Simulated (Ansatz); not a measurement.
One change: `CB[SiH2]O` becomes `CB[SiH2]CC`.

Ansatz, PBE0-D4/def2-TZVP geometries, multiplicity 1. Each molecule was computed in one conformer, which needn't be the lowest.

| property | `CB[SiH2]O` |
| --- | --- |
| HOMO energy (B3LYP/def2-TZVPP) / eV | -7.33 |
| size of the dipole moment (ωB97M-V/def2-TZVPP) / D | 2.17 |
| HOMO–LUMO gap (B3LYP/def2-TZVPP) / eV | 5.31 |
| size of the dipole moment (PBE/def2-TZVPP) / D | 2.14 |
| size of the dipole moment (B3LYP/def2-TZVPP) / D | 2.15 |
| HOMO–LUMO gap (ωB97M-V/def2-TZVPP) / eV | 9.83 |

Give the same properties after the change, and the shifts. (An estimate is asked.)

Computed: 
```csv
property,`CB[SiH2]CC`,shift
HOMO energy (B3LYP/def2-TZVPP) / eV,-7.37,-0.04
size of the dipole moment (ωB97M-V/def2-TZVPP) / D,1.30,-0.87
HOMO–LUMO gap (B3LYP/def2-TZVPP) / eV,5.49,0.18
size of the dipole moment (PBE/def2-TZVPP) / D,1.35,-0.79
size of the dipole moment (B3LYP/def2-TZVPP) / D,1.28,-0.87
HOMO–LUMO gap (ωB97M-V/def2-TZVPP) / eV,9.97,0.14
```

Dipoles are sizes alone; their direction can turn.

B3LYP here is the variant with VWN-RPA as its local correlation; programs differ in this.
